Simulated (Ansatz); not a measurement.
Question: Name a neutral molecule of Cl, F, Zr with HOMO–LUMO gap (ωB97M-V/def2-TZVPP) between 11.90 and 12.20 eV and size of the dipole moment (ωB97M-V/def2-TZVPP) between 0.00 and 0.30 D (Ansatz, PBE0-D4/def2-TZVP geometry).

Answer: `[F][Zr]([F])([Cl])[Cl]` (12.00 eV, 0.12 D). Other molecules can fit too; these were computed, each in one conformer that needn't be the lowest.
